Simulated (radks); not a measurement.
The calcium ion Ca4+, 16 electrons, occupied as [Ne] 3s2 3p4.

All-electron calculation, non-relativistic Kohn-Sham, Slater X-alpha with alpha = 0.585, spin-unpolarised, spherical densities, point nucleus. Program: a radial shooting solver on a logarithmic mesh with Libxc functionals.

Energy parts (eV):
| part | energy |
|---|---|
| total | -18108.388 |
| kinetic | 18108.388 |
| electron-nucleus | -42226.516 |
| Hartree | 6749.305 |
| exchange | -739.566 |

Orbitals (lengths in bohr, moments of r in powers of bohr):
| orbital | occ. | eigenvalue (eV) | <r> | <r^4> |
|---|---|---|---|---|
| 1s | 2 | -3953.673 | 0.07766 | 0.0001681 |
| 2s | 2 | -458.6062 | 0.3689 | 0.04592 |
| 2p | 6 | -383.4986 | 0.3301 | 0.03777 |
| 3s | 2 | -92.8142 | 1.113 | 3.156 |
| 3p | 4 | -73.6066 | 1.177 | 4.259 |

The highest occupied level is 3p at -73.607 eV. For comparison, the ionisation energy in NIST's Atomic Spectra Database is 84.3 eV (semi-empirical). In exact Kohn-Sham theory the highest level is minus the ionisation energy, but local and semilocal functionals leave it too shallow, through self-interaction and a potential that decays too fast; potentials with the right tail come closer. The electron density at the nucleus is 5278 e/bohr^3.

Beside tabulated values, note that spin-unpolarised runs miss the spin-polarisation part of the exchange energy of open shells.
